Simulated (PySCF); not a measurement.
Compound: GeH7OPSi.
Bonds: P1–Si2, Si2–O3, O3–Ge4. Hydrogens: H5, H6 on P1; H7, H8 on Si2; H9, H10, H11 on Ge4.

Method: PBE0-D3(BJ)/def2-SVP geometry optimisation, gas phase (PySCF 2.14.0); density fitting, grid level 1; the optimiser is geomeTRIC in internal coordinates, started from a GFN2-xTB structure with every atom displaced at random (about 0.01 Å).

Step 1: E = -75816.7798 eV
```
atom  x, y, z in Å  |  force x, y, z in eV/Å
P1     -2.0189   -0.4939   -0.3976   -0.127  -0.042   0.158
Si2    -0.5122    1.1928   -0.2495    0.167  -0.149   0.038
O3      0.9870    0.5488    0.0371   -0.082   0.066   0.014
Ge4     1.8882   -0.9804    0.1715    0.064   0.057  -0.021
H5     -3.1463    0.3791   -0.5331    0.075  -0.004  -0.034
H6     -2.1829   -0.6135    1.0235    0.040  -0.004  -0.121
H7     -0.8434    2.1552    0.8443    0.021   0.016  -0.032
H8     -0.5369    1.9078   -1.5621    0.009   0.017   0.016
H9      3.3495   -0.5584    0.4644   -0.225  -0.098  -0.071
H10     1.7555   -1.7636   -1.1558    0.038   0.092   0.108
H11     1.2970   -1.7981    1.3408    0.020   0.050  -0.056
```

Step 2: E = -75816.7882 eV
```
atom  x, y, z in Å  |  force x, y, z in eV/Å
P1     -2.0081   -0.5101   -0.3759   -0.024  -0.015   0.034
Si2    -0.5084    1.1881   -0.2489    0.049  -0.093  -0.007
O3      0.9907    0.5596    0.0439   -0.001   0.118   0.046
Ge4     1.8781   -0.9726    0.1693   -0.022  -0.032  -0.021
H5     -3.1256    0.3670   -0.5346    0.008   0.009  -0.013
H6     -2.1702   -0.6102    1.0414    0.003   0.001  -0.016
H7     -0.8409    2.1666    0.8287    0.000   0.014  -0.008
H8     -0.5323    1.8909   -1.5678   -0.013   0.008  -0.002
H9      3.3290   -0.5787    0.4782   -0.005  -0.013  -0.009
H10     1.7594   -1.7268   -1.1661    0.014   0.003  -0.011
H11     1.2651   -1.7979    1.3152   -0.009  -0.001   0.008
```

Step 3: E = -75816.7918 eV
```
atom  x, y, z in Å  |  force x, y, z in eV/Å
P1     -1.9979   -0.5239   -0.3459    0.022   0.000  -0.020
Si2    -0.5038    1.1835   -0.2492   -0.047  -0.031  -0.034
O3      0.9980    0.5737    0.0547    0.068   0.095   0.066
Ge4     1.8716   -0.9674    0.1642   -0.057  -0.071  -0.029
H5     -3.1100    0.3532   -0.5339   -0.011   0.008  -0.001
H6     -2.1648   -0.5937    1.0703   -0.015   0.004   0.027
H7     -0.8443    2.1820    0.8074    0.002   0.004   0.002
H8     -0.5341    1.8663   -1.5789   -0.015  -0.006  -0.008
H9      3.3168   -0.5999    0.5094    0.058   0.021   0.019
H10     1.7802   -1.6857   -1.1912    0.001  -0.016  -0.032
H11     1.2251   -1.8122    1.2764   -0.008  -0.008   0.009
```

Step 4: E = -75816.7974 eV
```
atom  x, y, z in Å  |  force x, y, z in eV/Å
P1     -1.9753   -0.5518   -0.2650    0.071   0.012  -0.071
Si2    -0.4935    1.1719   -0.2495   -0.178   0.072  -0.065
O3      1.0159    0.6054    0.0868    0.145   0.021   0.089
Ge4     1.8590   -0.9579    0.1478   -0.052  -0.077  -0.049
H5     -3.0775    0.3173   -0.5290   -0.029   0.005   0.012
H6     -2.1646   -0.5388    1.1481   -0.030   0.010   0.060
H7     -0.8524    2.2200    0.7516    0.014  -0.010   0.017
H8     -0.5378    1.7933   -1.6095   -0.010  -0.031  -0.014
H9      3.2861   -0.6468    0.5970    0.092   0.045   0.053
H10     1.8471   -1.5803   -1.2565   -0.017  -0.028  -0.039
H11     1.1296   -1.8565    1.1615   -0.006  -0.019   0.006
```

Question: Estimate the geometry and energy of step 5. (The exact step hangs on the optimiser's Hessian estimate; all steps are aligned on step 4, rigid shifts and turns removed.)

Answer: E = -75816.8010 eV, largest force 0.208 eV/Å
```
atom  x, y, z in Å  |  force x, y, z in eV/Å
P1     -1.9610   -0.5678   -0.1949    0.063   0.013  -0.061
Si2    -0.4876    1.1624   -0.2488   -0.172   0.100  -0.059
O3      1.0277    0.6261    0.1182    0.115  -0.037   0.077
Ge4     1.8526   -0.9519    0.1316   -0.010  -0.033  -0.039
H5     -3.0573    0.2874   -0.5226   -0.024   0.002   0.012
H6     -2.1756   -0.4830    1.2126   -0.022   0.008   0.044
H7     -0.8556    2.2508    0.7045    0.019  -0.011   0.016
H8     -0.5383    1.7218   -1.6357   -0.003  -0.034  -0.011
H9      3.2579   -0.6811    0.6731    0.058   0.030   0.048
H10     1.9126   -1.4908   -1.3066   -0.023  -0.023  -0.027
H11     1.0616   -1.8980    1.0519    0.000  -0.015  -0.001
```

The energy changes by -0.0036 eV. The first-order estimate −F·Δx gives -0.0040 eV and the mean of the old and new forces, exact on a quadratic surface, -0.0030 eV. The step makes an angle of 87° with the force vector and moves no atom by more than 0.136 Å.

The cost below is that of the whole optimisation. Hardware: one thread, Arm Neoverse V1 (aarch64), no GPU, on a shared host. Cost: 68 s wall, 0.50 GiB resident at most.
